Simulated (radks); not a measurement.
Effect of the nuclear size on the copper ion Cu2+, [Ar] 3d9. Calculated with a radial shooting solver on a logarithmic mesh with Libxc functionals: Dirac Kohn-Sham, relativistic LDA (MacDonald-Vosko exchange, VWN5 correlation), spin-unpolarised, spherical densities, finite nucleus; open shells are shared between the two j in proportion to 2j + 1; Fermi nuclear charge, rms radius 3.8823 fm. The rms radius is varied about that value; shifts are against it.

rms radius (fm),total energy shift (eV),density at nucleus (e/bohr^3),1s1/2 shift (meV),2s1/2 shift (meV),3s1/2 shift (meV)
3.3,-0.0539,2.216e+04,-22.8,-2.16,-0.326
3.5601,-0.0308,2.207e+04,-13.1,-1.24,-0.187
3.8823,0,2.197e+04,0.000,0.000,0.000
4.0881,0.0210,2.191e+04,8.91,0.844,0.127
4.6238,0.0805,2.177e+04,34.1,3.23,0.488

Slopes of the eigenvalues against <r^2> in GHz/fm^2, as finite differences over the two radii next to the reference (eigenvalue slopes, not the field-shift constants of lines): 1s1/2 1320, 2s1/2 125, 3s1/2 18.8.
